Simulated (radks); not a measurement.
Charge is removed step by step from the 2p down level of Mg3+, starting from [He] 2s2 2p(up 3, down 2). Method: scalar-relativistic Kohn-Sham, LDA (Slater exchange, Perdew-Wang correlation), spin-polarised, spherical densities, finite nucleus; Fermi nuclear charge, rms radius 3.057 fm; computed with a radial shooting solver on a logarithmic mesh with Libxc functionals.

| removed (e) | E - E(0) (eV) | eigenvalue (eV) | E minus straight line (eV) |
|---|---|---|---|
| 0 | 0.000 | -94.836 | 0.000 |
| 0.125 | 12.083 | -98.513 | -1.646 |
| 0.25 | 24.628 | -102.23 | -2.829 |
| 0.375 | 37.639 | -105.97 | -3.547 |
| 0.5 | 51.121 | -109.75 | -3.794 |
| 0.625 | 65.077 | -113.57 | -3.567 |
| 0.75 | 79.512 | -117.41 | -2.861 |
| 0.875 | 94.428 | -121.28 | -1.673 |
| 1 | 109.83 | -125.17 | 0.000 |

Removing the whole electron costs 109.83 eV by Delta-SCF, against 94.836 eV from minus the eigenvalue at the starting occupation. Slater's transition state (half an electron removed) gives 109.75 eV. Integrating minus the eigenvalue over the occupation (Janak's theorem) gives 109.84 eV. In this scalar-relativistic scheme the density is built from large components alone, so the theorem holds only approximately. The mean slope of the eigenvalue, de/dn, is 30.3 eV per electron. Ionisation energy of Mg3+ in the NIST Atomic Spectra Database: 109.27 eV (semi-empirical).
